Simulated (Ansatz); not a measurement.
CH7AlSSi2 (`[AlH2][C@H]1[SiH2][Si@@H]1S`), relaxed with RKS PBE0-D4/def2-TZVP in Ansatz 0.2.0 from a PBE-D4/def2-SVP geometry. The force threshold is 0.005 eV/Å; the program also tests the step.

Total charge 0; spin multiplicity 1.

Start:

```xyz
12

Al    0.028   -1.144   -1.940
C     0.568   -0.235   -0.309
Si    0.026    1.607   -0.055
Si   -0.768   -0.184    1.063
S    -0.225   -0.653    3.099
H     1.031   -2.150   -2.678
H    -1.444   -0.874   -2.514
H     1.605   -0.499   -0.019
H     1.051    2.457    0.641
H    -0.599    2.316   -1.222
H    -2.054   -0.906    0.790
H     0.783    0.264    3.144
```

```
        step  energy (eV)  largest force (eV/Å)  largest move (Å)
           1  -34325.1327                 0.581             0.000
           2  -34325.1758                 0.188             0.032
           3  -34325.1813                 0.032             0.017
4 (rejected)  -34325.1812                 0.034             0.022
           5  -34325.1817                 0.017             0.011
           6  -34325.1817                 0.019             0.015
           7  -34325.1817                 0.030             0.015
           8  -34325.1819                 0.010             0.005
           9  -34325.1819                 0.005             0.003
          10  -34325.1819                 0.004             0.009
```

End:

```xyz
12

Al    0.017   -1.129   -1.903
C     0.579   -0.213   -0.305
Si    0.030    1.591   -0.060
Si   -0.750   -0.182    1.038
S    -0.225   -0.655    3.048
H     0.987   -2.159   -2.620
H    -1.438   -0.845   -2.469
H     1.602   -0.478   -0.031
H     1.020    2.442    0.646
H    -0.581    2.296   -1.214
H    -2.002   -0.923    0.751
H     0.761    0.255    3.118
```

Hardware: 4 threads of an Arm Neoverse V1 on a shared host. Wall time 54 s, peak host memory 0.73 GiB.
